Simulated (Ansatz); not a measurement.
Mulliken charges of C2H4BNO (`NB1CC1=O`) from PBE/def2-TZVPP in Ansatz (PBE0-D4/def2-TZVP geometry).

```csv
atom,x (Å),y (Å),z (Å),charge (e)
N1,-0.677,1.421,-0.646,-0.193
B2,-0.055,0.267,-0.244,-0.104
C3,0.147,-0.765,0.917,-0.172
C4,0.822,-0.985,-0.422,0.116
O5,1.460,-1.822,-0.991,-0.211
H6,-1.320,1.930,-0.060,0.181
H7,-0.531,1.833,-1.552,0.196
H8,-0.592,-1.481,1.277,0.089
H9,0.834,-0.442,1.704,0.097
```

By hand: the dipole of these point charges (1 e Å = 4.8032 D).

Σ q r = (-0.416, 0.634, 0.116) e Å, of length 0.767 e Å = 3.68 D.

How does the dipole of the full density compare? (Estimate.)

Computed: (-0.502, 0.731, 0.168) e Å, 4.34 D; the point charges give 0.85 times that, at 2° from its direction.

Point charges leave out the atoms' own dipoles, such as those of lone pairs, and Mulliken's split depends on the basis, so the two needn't agree.
